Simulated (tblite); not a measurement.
Species: C₄H₁₁GeNS.
Atom-mapped SMILES: `[CH2:1]=[N:2][GeH2:3][C@@H:4]([CH3:5])[S:6][CH3:7]` (hydrogens: H8, H9 on C1; H10, H11 on Ge3; H12 on C4; H13, H14, H15 on C5; H16, H17, H18 on C7)

Computed with GFN2-xTB (tblite), gas phase: L-BFGS steps from a force-field or distance-geometry start until the largest atomic force falls under 0.01 eV/Å.

Step 29: E = -604.3594 eV
```
atom  x, y, z in Å  |  force x, y, z in eV/Å
C1     -2.6038    2.2582    0.0739   -0.052  -0.020   0.010
N2     -2.2927    1.1971    0.6627    0.016  -0.021  -0.045
Ge3    -1.7585   -0.3864   -0.0842    0.002  -0.029  -0.029
C4      0.1879   -0.6268    0.2814   -0.009   0.080   0.022
C5      0.7701   -1.9111   -0.2858   -0.012   0.009  -0.028
S6      0.9888    0.8403   -0.4458    0.030   0.007   0.011
C7      2.6834    0.6029    0.1543    0.043   0.007   0.009
H8     -2.6132    2.3930   -1.0105   -0.014   0.052  -0.003
H9     -2.9091    3.1173    0.6660    0.047   0.043   0.004
H10    -2.5491   -1.3864    0.7091   -0.012  -0.093  -0.044
H11    -2.0277   -0.5430   -1.5699   -0.029  -0.012   0.050
H12     0.3389   -0.5637    1.3609    0.019   0.003   0.017
H13     1.0880   -1.7427   -1.3113   -0.049  -0.047  -0.106
H14     1.6322   -2.2529    0.2836    0.015   0.031   0.049
H15     0.0260   -2.7045   -0.2885   -0.046  -0.065   0.052
H16     2.6688    0.5251    1.2377    0.022   0.017   0.011
H17     3.1179   -0.2877   -0.2901   -0.011   0.003  -0.006
H18     3.2433    1.4778   -0.1551    0.040   0.034   0.024
```

Step 30: E = -604.3615 eV
```
atom  x, y, z in Å  |  force x, y, z in eV/Å
C1     -2.6065    2.2566    0.0763   -0.001  -0.015   0.007
N2     -2.2925    1.1943    0.6612   -0.001  -0.024  -0.048
Ge3    -1.7588   -0.3899   -0.0888   -0.008   0.012  -0.029
C4      0.1887   -0.6239    0.2764   -0.029   0.105   0.023
C5      0.7716   -1.9098   -0.2866   -0.023   0.053  -0.013
S6      0.9948    0.8417   -0.4521   -0.046  -0.016   0.015
C7      2.6827    0.6002    0.1558    0.080  -0.002   0.018
H8     -2.6120    2.3962   -1.0070   -0.030   0.044  -0.024
H9     -2.9064    3.1180    0.6682    0.036   0.020   0.021
H10    -2.5457   -1.3888    0.7107   -0.007  -0.090  -0.053
H11    -2.0347   -0.5465   -1.5748   -0.023  -0.014   0.069
H12     0.3350   -0.5567    1.3570    0.028  -0.005  -0.003
H13     1.0800   -1.7437   -1.3159   -0.048  -0.072  -0.085
H14     1.6387   -2.2402    0.2815    0.021   0.007   0.030
H15     0.0288   -2.7045   -0.2761   -0.027  -0.069   0.043
H16     2.6660    0.5210    1.2385    0.009   0.022   0.037
H17     3.1163   -0.2917   -0.2859    0.006  -0.001  -0.022
H18     3.2451    1.4742   -0.1500    0.062   0.043   0.014
```

Step 31: E = -604.3641 eV
```
atom  x, y, z in Å  |  force x, y, z in eV/Å
C1     -2.6093    2.2540    0.0787    0.057   0.005  -0.005
N2     -2.2917    1.1898    0.6587   -0.028  -0.015  -0.044
Ge3    -1.7591   -0.3941   -0.0949   -0.022   0.049  -0.008
C4      0.1889   -0.6195    0.2725   -0.038   0.089   0.013
C5      0.7704   -1.9082   -0.2875   -0.035   0.076   0.007
S6      1.0017    0.8434   -0.4554   -0.108  -0.021   0.016
C7      2.6851    0.5992    0.1578    0.096  -0.003   0.025
H8     -2.6126    2.3991   -1.0035   -0.048   0.030  -0.042
H9     -2.9002    3.1195    0.6700    0.025  -0.016   0.041
H10    -2.5409   -1.3947    0.7098    0.002  -0.077  -0.065
H11    -2.0412   -0.5507   -1.5798   -0.018  -0.018   0.070
H12     0.3297   -0.5509    1.3544    0.037  -0.009  -0.024
H13     1.0683   -1.7465   -1.3220   -0.050  -0.094  -0.033
H14     1.6422   -2.2292    0.2799    0.013  -0.007  -0.010
H15     0.0273   -2.7038   -0.2624    0.011  -0.050   0.033
H16     2.6685    0.5194    1.2399   -0.006   0.022   0.060
H17     3.1170   -0.2938   -0.2826    0.028  -0.003  -0.035
H18     3.2472    1.4738   -0.1453    0.082   0.042   0.002
```

Step 32: E = -604.3670 eV
```
atom  x, y, z in Å  |  force x, y, z in eV/Å
C1     -2.6111    2.2504    0.0808    0.102   0.038  -0.025
N2     -2.2910    1.1840    0.6552   -0.056   0.007  -0.033
Ge3    -1.7595   -0.3983   -0.1019   -0.035   0.068   0.029
C4      0.1882   -0.6137    0.2704   -0.038   0.035  -0.004
C5      0.7656   -1.9061   -0.2882   -0.041   0.069   0.025
S6      1.0082    0.8451   -0.4544   -0.123  -0.006   0.015
C7      2.6912    0.6002    0.1604    0.076   0.005   0.025
H8     -2.6161    2.4006   -1.0008   -0.061   0.014  -0.053
H9     -2.8902    3.1210    0.6714    0.015  -0.057   0.061
H10    -2.5345   -1.4043    0.7055    0.013  -0.058  -0.077
H11    -2.0463   -0.5556   -1.5843   -0.014  -0.022   0.052
H12     0.3237   -0.5471    1.3535    0.043  -0.009  -0.038
H13     1.0532   -1.7517   -1.3284   -0.052  -0.101   0.033
H14     1.6412   -2.2218    0.2783   -0.002  -0.010  -0.056
H15     0.0206   -2.7017   -0.2488    0.052  -0.017   0.024
H16     2.6774    0.5210    1.2424   -0.020   0.016   0.067
H17     3.1210   -0.2931   -0.2807    0.046   0.004  -0.038
H18     3.2497    1.4776   -0.1420    0.095   0.024  -0.007
```

**Question.** Estimate the geometry and energy of step 33. (The exact step hangs on the optimiser's Hessian estimate; all steps are aligned on step 32, rigid shifts and turns removed.)

**Answer.** E = -604.3703 eV, largest force 0.146 eV/Å
```
atom  x, y, z in Å  |  force x, y, z in eV/Å
C1     -2.6111    2.2472    0.0821    0.119   0.068  -0.049
N2     -2.2914    1.1778    0.6510   -0.074   0.037  -0.015
Ge3    -1.7605   -0.4014   -0.1087   -0.045   0.061   0.064
C4      0.1865   -0.6070    0.2689   -0.031  -0.037  -0.019
C5      0.7588   -1.9031   -0.2884   -0.037   0.023   0.038
S6      1.0131    0.8472   -0.4512   -0.077   0.024   0.016
C7      2.6997    0.6023    0.1636    0.025   0.024   0.018
H8     -2.6215    2.4020   -0.9991   -0.064   0.000  -0.051
H9     -2.8783    3.1217    0.6735    0.009  -0.088   0.075
H10    -2.5271   -1.4162    0.6984    0.020  -0.035  -0.083
H11    -2.0512   -0.5612   -1.5879   -0.010  -0.023   0.024
H12     0.3180   -0.5441    1.3528    0.043  -0.006  -0.040
H13     1.0358   -1.7595   -1.3346   -0.053  -0.088   0.094
H14     1.6384   -2.2161    0.2757   -0.022   0.002  -0.097
H15     0.0126   -2.6992   -0.2347    0.085   0.021   0.019
H16     2.6887    0.5241    1.2463   -0.029   0.008   0.043
H17     3.1271   -0.2912   -0.2800    0.053   0.024  -0.028
H18     3.2536    1.4834   -0.1394    0.091  -0.014  -0.008
```

The energy changes by -0.0033 eV. The first-order estimate −F·Δx gives -0.0045 eV and the mean of the old and new forces, exact on a quadratic surface, -0.0033 eV. The step makes an angle of 73° with the force vector and moves no atom by more than 0.020 Å.

What follows is the cost of the whole relaxation. Hardware: one thread, Arm Neoverse N1 (aarch64), no GPU, shared host with 64 logical CPUs at a one-minute load of 58. Cost: 1.7 s.
